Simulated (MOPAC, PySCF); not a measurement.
Precursor series Zn NH2-CH3. Isolated molecules, 0 K electronic values unless said otherwise. One relaxed conformer stands for each flexible species; it need not be the lowest.

Quantity: redistribution energy (mixed species minus the weighted end members), in kcal/mol. Semi-empirical values (MOPAC) are differences of heats of formation.

Level 1: B3LYP-D3(BJ)/def2-TZVP // BP86-D3(BJ)/def2-SVP (PySCF)
Level 2: PBE-D3(BJ)/def2-TZVP // BP86-D3(BJ)/def2-SVP (PySCF)
Level 3: B3LYP/6-311+G** (LANL2DZ on Zn) // BP86-D3(BJ)/def2-SVP (PySCF)
Level 4: PM7 // BP86-D3(BJ)/def2-SVP (MOPAC)

| species | level 2 | level 3 | level 4 |
|---|---|---|---|
| 1 of 2 NH2 replaced by CH3: [Zn(NH2)(CH3)] | -0.82 | -0.99 | -6.03 |

Task: What does level 1 give for each?

Result: 
- 1 of 2 NH2 replaced by CH3: [Zn(NH2)(CH3)]: -0.86
